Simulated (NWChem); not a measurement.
Correlation energy of methylammonium (CH₆N (+1))

```
N
H 1 1.0292
H 1 1.0292 2 106.84
H 1 1.0292 2 106.84 3 114.07
C 1 1.4918 2 111.99 3 -122.96
H 5 1.0964 1 108.79 2 -60.00
H 5 1.0964 6 110.14 1 119.16
H 5 1.0964 6 110.14 7 121.69
```
Charge +1, spin multiplicity 1.

Program: NWChem. The geometry was optimised at PBE0/def2-SVP, a minimum by its harmonic frequencies.

Basis set: STO-3G. Each correlation energy counts from its own Hartree-Fock reference.

| method | correlation energy (mHa) | difference from CCSD(T) |
|---|---|---|
| MP2 | -112.6 | +36.8 |
| SCS-MP2 | -125.8 | +23.7 |
| CR-CCSD[T] | -149.4 | 0.0 |
| CR-CCSD(T) | -149.4 | +0.1 |
| CCSD | -148.8 | +0.7 |
| CCSD+T(CCSD) | -149.5 | -0.1 |
| CCSD(T) | -149.5 | 0.0 |
| CCSDT | -149.7 | -0.2 |

The values span 37.0 mHa, from CCSDT (lowest) to MP2 (highest). 

The correlated methods keep 2 core orbitals frozen. Differences from the coupled-cluster row are differences between methods, not errors against experiment.
